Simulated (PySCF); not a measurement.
A calculated (PBE, PySCF 2.14, 6-31G*, no relativity, point nucleus) atom or ion has these occupied shells.

```tsv
shell	electrons	orbital energy (eV)	rms radius, mean of both spins (bohr)
1s α	1	-5342.1	0.0776
1s β	1	-5342.1	0.0776
2s α	1	-612.03	0.337
2s β	1	-611.07	0.337
2p α	3	-518.87	0.305
2p β	3	-518.13	0.305
3s α	1	-86.645	1.03
3s β	1	-83.746	1.03
3p α	3	-61.351	1.11
3p β	3	-58.484	1.11
3d α	3	-22.437	1.43
```

Problem. Name the element and its charge.

Solution. V²⁺ (vanadium, charge +2), in [Ar] 3d3, high-spin 4F determinant.
